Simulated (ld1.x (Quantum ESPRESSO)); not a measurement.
**Before and after: TM semilocal potential for P**

P, norm-conserving Troullier–Martins (semilocal form), made with ld1.x (Quantum ESPRESSO) 7.5 (PBE, scalar-relativistic). Core [Ne], reference 3s1 3p4. Waves: 3s (bound): rc 1.50 bohr; 3p (bound): rc 1.50 bohr; 3d channel at -0.05 Ry: rc 1.30 bohr. Local part: the d channel. Core correction: none.

Change: core correction a·sin(br)/r model core inside 1.52 bohr.

Cutoffs: the cutoffs (Ry, on a coarse ladder) from which the occupation-weighted sum of valence levels, in a spherical-Bessel basis at the reference potential, stays within 10 and 1 mRy of its value at 400 Ry; they do not see the model core or the augmentation charge, which bear on the density cutoff. Errors are all-electron minus pseudo energies relative to the spin-unpolarised reference configuration.

Q: What does the change do?

A: The potential gets neither clearly harder nor softer (18 Ry and 50 Ry → 18 Ry and 50 Ry); of the 7 tests that both files solve, the error grows in 4 and shrinks in 1 by more than 15 % and 0.3 meV (median size 1.3 → 1.3 meV); neither file shows a bound ghost. A semilocal file is local in each channel, so a ghost entry of none says nothing of the separable form that plane-wave codes build from it. A model core, the more so a compact one, raises the density cutoff, which this test does not measure.

| quantity | base | changed |
| --- | --- | --- |
| cutoff, loose | 18 Ry | 18 Ry |
| cutoff, tight | 50 Ry | 50 Ry |
| bound ghosts | none | none |
| error for 3s2 3p3, meV [ΔE -8.53 eV] | +1.2 | +1.2 |
| error for 3s2 3p2, meV [ΔE 1.20 eV] | -1.4 | +0.9 |
| error for 3s2 3p1, meV [ΔE 20.34 eV] | +1.3 | +8.0 |
| error for 3s2 3p0, meV [ΔE 50.08 eV] | +27 | +32 |
| error for 3s2 3p3.3, meV [ΔE -9.84 eV] | +1.9 | +1.6 |
| error for 3s1 3p3, meV [ΔE 10.32 eV] | +1.0 | +1.3 |
| error for 3s2 3p2.5, meV [ΔE -4.76 eV] | -0.2 | +0.6 |
| s: phases at 1.65 bohr within 0.05 rad from the reference energy up to (Ry; the scan ends near 5) | to the end of the scan | to the end of the scan |
| p: phases at 1.65 bohr within 0.05 rad from the reference energy up to (Ry; the scan ends near 5) | to the end of the scan | to the end of the scan |
| d: phases at 1.65 bohr within 0.05 rad from the reference energy up to (Ry; the scan ends near 5) | to the end of the scan | to the end of the scan |
